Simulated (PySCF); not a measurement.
**How the method changes the constants of K2**

State: ¹Σg⁺ (singlet), closed shell. Set-up: K def2-TZVPP; no relativity (PySCF 2.14). De refers to K + K in their ground configurations, without counterpoise correction.

```csv
Level,Re (Å),ωe (cm⁻¹),De (eV)
RHF-MP2,3.940,93.2,0.355
RHF-SCS-MP2,3.984,91.5,0.419
RHF-CCSD,4.008,89.6,0.454
RHF-CCSD(T),4.008,87.4,0.51
PBE,4.001,88.4,0.58
revPBE,4.089,85.3,0.54
r²SCAN,4.078,88.6,0.379
M06-L,3.921,96.1,n/a
PBE0,4.011,91.1,0.50
B97-3,3.973,91.6,0.75
M06,3.899,98.8,0.70
ωB97X,3.943,97.8,0.77
```

**Question.** Which functional lies closest to RHF-CCSD(T) in De, which farthest, and by how much do they differ from it?

**Answer.** Closest is PBE0 (+0.3 pm in Re, +4.2 % in ωe, -0.01 eV in De against RHF-CCSD(T) in the same basis), farthest ωB97X (-6.5 pm in Re, +11.9 % in ωe, +0.26 eV in De). CCSD(T) converges more slowly with the basis than the functionals do and binds too weakly in this one, so the order can change at the basis-set limit.

**Question.** What does a quarter of exact exchange do here, going from PBE to PBE0?

**Answer.** PBE0 less PBE: +1.0 pm in Re, +3.1 % in ωe, -0.08 eV in De. Exact exchange removes part of the self-interaction that spreads semilocal densities, and in most molecules shortens and stiffens the bond and lowers De; here Re goes the other way.

**Question.** What does the step from GGA to meta-GGA do here, going from PBE to r²SCAN?

**Answer.** r²SCAN less PBE: +7.7 pm in Re, +0.2 % in ωe, -0.20 eV in De. 

Correlated steps freeze 10 core orbitals. Closed-shell solutions of metal pairs were not tested for spin polarisation, which can lower them a little. Where the molecule has an RHF reference, its open-shell atoms are computed with UHF.
